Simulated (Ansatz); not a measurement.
Total energies of Si₃₃BNH₄₆, a doped nanocrystal cut from the lattice of silicon (B and N 2.4 A apart) from Ansatz at PBE0-D4/def2-TZVP, gas phase (1 Eh = 27.2114 eV = 2625.5 kJ/mol). The reference geometry is relaxed at PBE-D4/def2-SVP.

| state | geometry | energy (Eh) |
| --- | --- | --- |
| charge 0 singlet | reference | -9657.40514 |
| charge 1 doublet | reference | -9657.12438 |
| charge -1 doublet | reference | -9657.44760 |
| free Si atom (triplet) | – | -289.24943 |
| free N atom (quartet) | – | -54.54382 |
| free B atom (doublet) | – | -24.61828 |
| free H atom (doublet) | – | -0.50104 |

Single mean-field runs in def2-TZVP are fitted with def2-universal-jkfit.

Work out the vertical ionisation energy to the doublet.

E(charge 1 doublet) − E(charge 0 singlet) = -9657.12438 − (-9657.40514) = 0.28076 Eh = 7.64 eV. For comparison, −ε of the highest occupied level is 6.73 eV at this level, 0.91 eV less.

Work out the vertical electron affinity, to the doublet.

E(charge 0 singlet) − E(charge -1 doublet) = -9657.40514 − (-9657.44760) = 0.04246 Eh = 1.16 eV. The basis lacks diffuse functions, which makes affinities too small.

Give the fundamental gap IE − EA, the Mulliken electronegativity (IE + EA)/2 and the hardness (IE − EA)/2.

From the values in Eh: IE − EA = 0.28076 − 0.04246 = 0.23830 Eh = 6.48 eV; (IE + EA)/2 = 4.40 eV; (IE − EA)/2 = 3.24 eV. The HOMO–LUMO gap of the same run is 4.86 eV, 1.62 eV smaller than the fundamental gap.

What is the binding energy per atom against free atoms?

Atoms: 33 × (-289.24943) + 1 × (-54.54382) + 1 × (-24.61828) + 46 × (-0.50104) = -9647.44113 Eh. Binding: -9647.44113 − (-9657.40514) = 9.96401 Eh = 271.13 eV, or 3.35 eV for each of 81 atoms (no zero-point energy, no counterpoise term).
